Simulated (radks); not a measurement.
Polarisabilities and homonuclear dispersion coefficients (atomic units). Code: a radial shooting solver on a logarithmic mesh with Libxc functionals. Model: scalar-relativistic Kohn-Sham, LDA (Slater exchange, VWN5 correlation), spin-unpolarised, spherical densities, finite nucleus; Fermi nuclear charge, rms radius of each element as measured or else 0.836 A^(1/3) + 0.57 fm. Response by self-consistent Sternheimer equations with the Hartree and adiabatic LDA kernel, the relativistic mass of each level held fixed and spin-orbit coupling left out. For heavy and open-shell atoms this level of theory can miss by tens of per cent. "Uncoupled" leaves out the induced potential. Quadrupole and octupole values are given only where no p, d or f shell is open.

species,configuration,alpha1 (bohr^3),"alpha1, uncoupled",alpha2 (bohr^5),alpha3 (bohr^7),C6,C8,recommended alpha1
Cd,[Kr] 4d10 5s2,44.66,84.75,404.4,6847,395.5,19520,46 +/- 2
In+,[Kr] 4d10 5s2,22.76,43.77,119.1,1191,155.4,4654,-
Sn2+,[Kr] 4d10 5s2,14.37,27.31,52.71,377.2,80.62,1744,-
Sb3+,[Kr] 4d10 5s2,10.01,18.74,28.13,156.7,47.79,807.8,-
Te4+,[Kr] 4d10 5s2,7.400,13.64,16.75,76.27,30.70,424.8,-
I5+,[Kr] 4d10 5s2,5.690,10.34,10.73,41.27,20.85,243.1,-
Xe6+,[Kr] 4d10 5s2,4.502,8.081,7.237,24.13,14.74,148.0,-
Cs7+,[Kr] 4d10 5s2,3.640,6.459,5.078,14.98,10.75,94.42,-
Ba8+,[Kr] 4d10 5s2,2.995,5.258,3.675,9.781,8.039,62.51,-

Recommended values: Schwerdtfeger and Nagle, table of static dipole polarisabilities (2023 update), measured or computed.
